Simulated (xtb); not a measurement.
Al(Cl)2(SeH) (AlCl2HSe), SMILES [Cl][Al]([Cl])[SeH]. All values are semi-empirical tight-binding results from xtb (GFN2-xTB unless named), good for trends rather than for accurate numbers. The structure is a stationary point at GFN2-xTB. The structure was generated by enumeration; whether it is a known compound was not checked. The values are those of a single conformer.

Optimised geometry:

```xyz
5

Al     0.2588    -0.2512     0.4586
Cl     2.1441    -0.9656     0.2918
Cl    -0.8022    -0.3641     2.1830
Se    -0.7126     0.7306    -1.3918
H     -1.9476     1.0286    -0.7124
```

For metal compounds this method's bond lengths and energies can be far off.

```json
{
 "point_group_as_xtb_finds_it": "Cs",
 "orbital_gap": "3.58 eV",
 "zero_point_energy": "6.5 kcal/mol",
 "G − E(el) at 298.15 K (modified RRHO)": "-14.2 kcal/mol"
}
```

Computed atomic charges and the Wiberg bond orders between heavy atoms:
charges (e) Al1 0.36, Cl2 -0.14, Cl3 -0.16, Se4 -0.22, H5 0.17. Bond orders Al1–Cl2 1.34, Al1–Cl3 1.32, Al1–Se4 1.19.
